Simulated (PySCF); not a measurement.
Gas-phase reaction: 4 Ge(CH3)4 ⇌ 2 Ge2H6 + 2 C2H6 + 3 C4H8 (trans-2-butene)

Method: PySCF energies plus ideal-gas RRHO corrections (1 bar). † marks an energy on the PBE0/def2-TZVP geometry and frequencies; other levels use their own. MP2 and CCSD(T) freeze the core. 6-31G* has spherical d functions here. All species are closed-shell singlets. B3LYP is the form with VWN-RPA correlation. Ge: all electrons, no relativistic terms. MP2 isn't extrapolated to the basis-set limit; its ΔH°(298 K) is 478.4 kJ in def2-SVP and 655.5 kJ in def2-TZVPP. CCSD(T) isn't extrapolated to the basis-set limit. The harmonic model lacks anharmonicity and excited electronic states, which grow with temperature; levels with a mode under 35 cm⁻¹ are left out. Internal rotation in Ge(CH3)4, Ge2H6, C2H6, C4H8 (trans-2-butene) is treated as a harmonic vibration of one conformer, which makes the entropy rough.

ΔH° and ΔS° at 298 K: B3LYP/def2-TZVP† 426 kJ, 420 J/K; CCSD(T)/def2-SVP† 399 kJ, 420 J/K; HF/6-31G* 345 kJ, 434 J/K; M06-2X/def2-TZVP† 612 kJ, 420 J/K; MP2/def2-SVP† 478 kJ, 420 J/K; PBE/def2-SVP 417 kJ, 416 J/K.

**Question.** With the heat capacities included, give log10 K (1 bar) at 500, 1000, 1400, 1800, 2000 K from B3LYP/def2-TZVP†, CCSD(T)/def2-SVP†, HF/6-31G*, M06-2X/def2-TZVP†, MP2/def2-SVP†, PBE/def2-SVP.

**Answer.** 
```
T (K)  B3LYP/def2-TZVP†  CCSD(T)/def2-SVP†  HF/6-31G*  M06-2X/def2-TZVP†  MP2/def2-SVP†  PBE/def2-SVP
-----  ----------------  -----------------  ---------  -----------------  -------------  ------------
500               -23.0              -20.2      -13.8              -42.5          -28.5         -22.3
1000               -2.2               -0.8        2.8              -11.9           -4.9          -1.9
1400                3.5                4.5        7.2               -3.5            1.5           3.6
1800                6.5                7.3        9.6                1.1            5.0           6.6
2000                7.5                8.2       10.4                2.7            6.1           7.6
```
